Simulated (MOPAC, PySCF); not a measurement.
CH$_{3}$NS, SMILES `NC=S` (H–N–C–S torsion 0°), neutral singlet in the gas phase. 

Cartesian coordinates (Å):
```xyz
6

N     -0.7288    -0.0891    -0.0174
C      0.5916     0.1750    -0.0031
S      1.7898    -0.9224     0.2331
H     -1.0436    -1.0447     0.1283
H     -1.4171     0.6405    -0.1696
H      0.8080     1.2406    -0.1714
```
Charge 0, multiplicity 1.

All levels are single points at this geometry (PBE-D3(BJ)/def2-TZVP); Pople sets use spherical d functions. Orbital energies aren't observables, and empty levels follow the basis.

SVWN5/6-31G* in PySCF gives HOMO (eV) = -4.93.

### Question
Estimate the HOMO (eV) from each of these levels: PBE-D3(BJ)/def2-TZVP in PySCF; B3LYP/3-21G in PySCF; M06-2X/6-31G* in PySCF; PM6 in MOPAC; PM7 in MOPAC.

### Answer

```json
[
 {"level": "PBE-D3(BJ)/def2-TZVP in PySCF", "HOMO (eV)": "-5.04"},
 {"level": "B3LYP/3-21G in PySCF", "HOMO (eV)": "-5.76"},
 {"level": "M06-2X/6-31G* in PySCF", "HOMO (eV)": "-7.27"},
 {"level": "PM6 in MOPAC", "HOMO (eV)": "-8.70"},
 {"level": "PM7 in MOPAC", "HOMO (eV)": "-8.61"}
]
```
